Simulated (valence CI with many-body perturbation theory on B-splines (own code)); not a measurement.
## Basis-set convergence for Nd XXVIII

Computed by valence CI with perturbative core correlation (CI+MBPT): five valence electrons over a frozen Dirac-Fock core [Ar] 3d10, radial functions for each j: 9 s, 9 p, 8 d, 6 f, 3 g, 1 h, with the one-electron correlation potential Σ1 (screened to all orders), the two-electron term Σ2, the three-electron term Σ3, Breit, model QED; selected single and double excitations, second order for the rest, scaled by the run's own slope (own B-spline code, finite nucleus).

The last digits are not significant, and no measured levels were compared; by estimate large intervals hold to a few tenths of a per cent, small ones and those within an open d or f shell to about a per cent. Among the levels kept, up to 800 cm⁻¹ of a level comes from second order outside the variational space, and about a tenth of that is noise between levels of different J, which matters for small intervals.

The reference run has the lowest level (4s^2 4p1/2^2 4p3/2) J=3/2 and an ionisation energy of 980.170 eV. Its largest variational space holds 20000 state functions.

Levels are named by their leading jj configuration (3d3/2^4 stands for four electrons in 3d with j = 3/2), which in mixed levels can hold well under half, so a name can repeat and another be missing. Letters in brackets count levels of one name in rising energy.

Changed runs:
A. basis 6 s, 6 p, 5 d, 3 f, 1 g
B. basis 5 s, 5 p, 4 d, 2 f

Excitation energies of the reference run in cm⁻¹, and shifts in cm⁻¹:

```csv
Level,Reference,A,B
(4s^2 4p1/2 4p3/2^2) J=3/2,209675,-97,-304
(4s^2 4p1/2 4p3/2^2) J=5/2,240966,+32,+253
(4s^2 4p1/2 4p3/2^2) J=1/2,280777,+93,+527
(4s^2 4p3/2^3) J=3/2,494749,+1.3,+238
(4s 4p1/2^2 4p3/2^2) J=5/2,717307,-147,-549
(4s 4p1/2^2 4p3/2^2) J=3/2,790489,-53,-126
(4s 4p1/2^2 4p3/2^2) J=1/2,807155,-1.2,+88
(4s^2 4p1/2^2 4d3/2) J=3/2,872291,+156,+828
(4s^2 4p1/2^2 4d5/2) J=5/2,934934,+172,+934
(4s 4p1/2 4p3/2^3) J=3/2 [a],955288,-139,-397
(4s 4p1/2 4p3/2^3) J=5/2,993156,-72,-150
(4s^2 4p1/2 4p3/2 4d3/2) J=1/2 [a],1028190,-76,-108
Ionisation energy (eV),980.170,-0.046,-0.189
```
